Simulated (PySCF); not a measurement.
First SCF of a structure search on quartet Ag3, at a hand-made obtuse triangle geometry. PySCF input:

```python
from pyscf import gto, scf, dft
mol = gto.M(atom='''
Ag     0.000000     0.000000     0.000000
Ag     1.996800     1.536000     0.000000
Ag    -1.996800     1.536000     0.000000''',
    basis={'Ag': 'def2-TZVP'},
    ecp={'Ag': 'def2-TZVP'},
    charge=0, spin=3)
mf = dft.UKS(mol, xc='PBE0')
mf.grids.atom_grid = (50, 194)
aux = {'Ag': 'def2-universal-JKFIT'}
mf = mf.density_fit(auxbasis=aux)
mf.conv_tol = 1e-08
mf.diis_space = 10
mf.max_cycle = 60
mf.init_guess = 'huckel'
mf.verbose = 4
mf.kernel()
```

Excerpt of the output (cycles alone):

```
init E= -440.717695867431
cycle= 1 E= -440.860038329899  delta_E= -0.142  |g|= 0.288  |ddm|= 1.85
cycle= 2 E= -440.857495881272  delta_E= 0.00254  |g|= 0.309  |ddm|= 0.793
cycle= 3 E= -440.882509418815  delta_E= -0.025  |g|= 0.0382  |ddm|= 0.237
cycle= 4 E= -440.882936352947  delta_E= -0.000427  |g|= 0.0078  |ddm|= 0.0414
cycle= 5 E= -440.882962747059  delta_E= -2.64e-05  |g|= 0.00343  |ddm|= 0.0294
cycle= 6 E= -440.882967712549  delta_E= -4.97e-06  |g|= 0.00205  |ddm|= 0.00754
cycle= 7 E= -440.882969697895  delta_E= -1.99e-06  |g|= 0.000396  |ddm|= 0.00409
cycle= 8 E= -440.882969898462  delta_E= -2.01e-07  |g|= 0.000145  |ddm|= 0.00129
cycle= 9 E= -440.882969945077  delta_E= -4.66e-08  |g|= 4.4e-05  |ddm|= 0.00086
cycle= 10 E= -440.88296995017  delta_E= -5.09e-09  |g|= 1.89e-05  |ddm|= 0.000275
Extra cycle  E= -440.882969950609  delta_E= -4.39e-10  |g|= 1.28e-05  |ddm|= 6.44e-05
converged SCF energy = -440.882969950609  <S^2> = 3.7558859  2S+1 = 4.0029419
```

No lower solution of this spin was found from smeared starts or by a stability analysis within the unrestricted form.

Other spin states or occupations of the open shell can lie lower.

The search for the lowest solution, 3 starts and the stability check together, took 14 s on 4 threads of a shared Arm Neoverse V2 host, with 120 basis functions; the process peaked at 0.47 GiB. Launch command: `OMP_NUM_THREADS=4 python axn.py task.json out`.
